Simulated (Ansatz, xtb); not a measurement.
C4H3Cl2N: which of two isomers lies lower

We compare X, `N#CC/C(Cl)=C/Cl`, a singlet, with Y, `C/C(Cl)=C(\Cl)C#N`, a singlet. Both are isolated molecules in the gas phase, relaxed with PBE0-D3(BJ)/def2-SVP; each stands in its lowest conformer found.

Task: Estimate E(Y) − E(X) at the level CCSD(T)/def2-SVP + ΔMP2/def2-TZVPP.

Result: Too close to call at this level: CCSD(T)/def2-SVP + ΔMP2/def2-TZVPP gives E(Y) − E(X) = −1.32 kJ/mol.

How the difference moves with the method:

```csv
level,geometry,E(Y) − E(X) (kJ/mol),departure from the last row (kJ/mol),"job, with rough time for the two"
GFN2-xTB,GFN2-xTB,−19.16,−17.84,"optimisation, 0.21 s"
HF/STO-3G,GFN2-xTB,−15.09,−13.76,"single point, 0.65 s"
r2SCAN-D4/def2-SVP,GFN2-xTB,−13.69,−12.37,"single point, 4.3 s"
PBE0-D3(BJ)/def2-SVP,PBE0-D3(BJ)/def2-SVP,−8.84,−7.52,"optimisation, 44 s"
HF/def2-SVP,PBE0-D3(BJ)/def2-SVP,+5.42,+6.74,part of the CCSD(T) run
MP2/def2-SVP,PBE0-D3(BJ)/def2-SVP,−13.13,−11.81,part of the CCSD(T) run
CCSD(T)/def2-SVP,PBE0-D3(BJ)/def2-SVP,−9.49,−8.16,single point
CCSD(T)/def2-SVP + ΔMP2/def2-TZVPP,PBE0-D3(BJ)/def2-SVP,−1.32,,"single point, 58 s"
```

As drawn, both hold the same kinds of bond in the same numbers. Structure X has 0 methyl groups, Y 1.

The largest departure from CCSD(T)/def2-SVP + ΔMP2/def2-TZVPP is that of GFN2-xTB, 17.84 kJ/mol. The last row adds to CCSD(T) the change of the MP2 difference between the two basis sets, here +8.16 kJ/mol.

With thermal terms from frequencies at re-optimised GFN2-xTB minima (ideal gas, soft modes damped towards free rotors, one conformer each, 298.15 K, 1 atm): on the last row, ΔE + ΔZPE = −1.25, ΔH = −0.18, ΔG = −2.21 kJ/mol.

The correlated steps freeze 15 core orbitals. Run with Ansatz 0.2.0, xtb 6.7.1; the last row on 2 threads of Intel(R) Xeon(R) Processor @ 2.70GHz on a shared host.
